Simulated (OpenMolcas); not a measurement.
# Which level was it?

GaNH2F2 has 6 atoms, charge 0, and is taken as a singlet. SMILES: `[NH2][Ga]([F])[F]`. The coordinates come from a PBE0-D4/def2-TZVP relaxation.

```xyz
6

N    -0.2975    0.9637   -0.1727
Ga    0.2842   -0.7153    0.0420
F     1.6850   -1.1016    0.9977
F    -0.4553   -2.0677   -0.7634
H     0.0251    1.7048    0.4257
H    -1.1995    1.1521   -0.5754
```

A calculation with OpenMolcas 26.06 gave:

- total energy: -2180.3376 Eh
- dipole moment: 3.27 D
- HOMO energy: -6.48 eV
- LUMO energy: -1.79 eV
- HOMO–LUMO gap: 4.69 eV
- largest force: 1.282 eV/Å

Task: Which of these levels gave the numbers?
A. HF/3-21G
B. B3LYP/6-31G* (Cartesian functions)
C. PBE0/cc-pVDZ
D. revPBE/cc-pVDZ

Result: D. The others give -2180.3564 Eh (B3LYP/6-31G* (Cartesian functions)), -2167.1149 Eh (HF/3-21G), -2180.0644 Eh (PBE0/cc-pVDZ).
